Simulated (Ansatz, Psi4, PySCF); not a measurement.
C5H9O, doublet, geometry from GFN2-xTB. Base run: REVPBE/STO-3G in PySCF.

Input for PySCF:
```python
from pyscf import gto, scf, dft

mol = gto.Mole()
mol.atom = '''
    C    -1.43137218    1.51114528    0.66582793
    C    -0.61008007    0.25541855    0.38791818
    C    -1.37077313   -0.70046081   -0.52438665
    C     0.73765026    0.65344583   -0.25111445
    C     1.72487285   -0.44051030   -0.35919385
    O     1.73902799   -1.57162674    0.01451142
    H    -2.38147449    1.24444166    1.12306842
    H    -0.90363448    2.18062534    1.34171183
    H    -1.63580895    2.04503542   -0.26017168
    H    -0.39969186   -0.25246811    1.33493460
    H    -1.59512963   -0.22231892   -1.47636432
    H    -2.30811202   -1.00034179   -0.06160407
    H    -0.78391031   -1.59534713   -0.71535372
    H     1.21810368    1.44074148    0.33692119
    H     0.57564781    1.05841485   -1.25354047
'''
mol.basis = 'sto-3g'
mol.spin = 1
mol.verbose = 4
mol.build()

mf = dft.UKS(mol)
mf.xc = 'revpbe'
mf.kernel()
```

The same geometry, method and basis name were run in Ansatz (a first-principles code) and Psi4 and PySCF, at each program's defaults and at the settings that a row names. The base is PySCF at its defaults. Differences at the defaults can come from grids, fitting, cores and function types together.

```json
[
 {"code and settings": "PySCF, defaults (exact integrals, its default grid, spherical functions)", "ΔE vs base (µEh)": "0.0", "basis functions": "39", "E (Eh)": "-267.65518", "SCF cycles": "10", "dipole (D)": "1.57"},
 {"code and settings": "Psi4, defaults (density fitting with its default set, its default grid, spherical functions)", "ΔE vs base (µEh)": "-1982", "basis functions": "39", "E (Eh)": "-267.65717", "SCF cycles": "9", "dipole (D)": "1.57"},
 {"code and settings": "Ansatz, defaults (factorised integrals, its default grid, spherical functions)", "ΔE vs base (µEh)": "-1.8", "basis functions": "39", "E (Eh)": "-267.65519", "SCF cycles": "-", "dipole (D)": "-"},
 {"code and settings": "PySCF, density fitting with def2-universal-jkfit", "ΔE vs base (µEh)": "-1984", "basis functions": "39", "E (Eh)": "-267.65717", "SCF cycles": "10", "dipole (D)": "1.57"},
 {"code and settings": "PySCF, fine grid", "ΔE vs base (µEh)": "0.1", "basis functions": "39", "E (Eh)": "-267.65518", "SCF cycles": "10", "dipole (D)": "1.57"},
 {"code and settings": "Psi4, exact integrals, spherical functions, fine grid", "ΔE vs base (µEh)": "-0.9", "basis functions": "39", "E (Eh)": "-267.65518", "SCF cycles": "12", "dipole (D)": "1.57"},
 {"code and settings": "Ansatz, high accuracy", "ΔE vs base (µEh)": "-0.4", "basis functions": "39", "E (Eh)": "-267.65518", "SCF cycles": "-", "dipole (D)": "-"}
]
```

Open shells are given as the SCF converged; they aren't shown to be the lowest states, and a large step between rows can be another state.
